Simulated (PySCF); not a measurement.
Al(F)(Br)(OMe) (CH3AlBrFO), SMILES C[O][Al]([F])[Br]. Atoms are numbered in the order given.

```xyz
8

Al     0.6792    -0.5165     0.0000
F      2.3329    -0.5058     0.0000
Br    -0.4293     1.4316     0.0000
O     -0.1129    -1.9937     0.0000
C     -1.4224    -2.4925     0.0000
H     -1.5903    -3.1216    -0.8914
H     -1.5903    -3.1216     0.8914
H     -2.1828    -1.6898     0.0000
```

Geometry optimised at B3LYP-D3(BJ)/def2-SVP. The structure was generated by enumeration; whether it is a known compound was not checked. The values are those of a single conformer.

Two levels are set side by side: PBE/pcSseg-1 (PySCF) and KT2/pcSseg-1 (PySCF). GIAO shifts against CFCl3 (¹⁹F), H2O (¹⁷O), TMS (¹H), TMS (¹³C) at the same level; non-relativistic, no solvent, atoms listed together averaged. Without spin–orbit terms, shifts of atoms bonded to Cl or Br come out too high at both levels. Differences are taken from unrounded values.

| quantity | KT2 |
|---|---|
| δ(¹⁹F) of F2 (ppm) | -201.2 |
| δ(¹⁷O) of O4 (ppm) | 45.8 |
| δ(¹³C) of C5 (ppm) | 58.4 |

Q: What does PBE give, and how far is it from KT2? (The exact figures need the calculation; the answer reports its results.)

A: 
```
quantity               PBE  PBE minus KT2
------------------  ------  -------------
δ(¹⁹F) of F2 (ppm)  -195.4            5.9
δ(¹⁷O) of O4 (ppm)    47.9            2.1
δ(¹³C) of C5 (ppm)    58.7            0.3
```

Rough cost on one machine, each run with all the roots and properties that it gave: KT2 against PBE within a factor of 2.
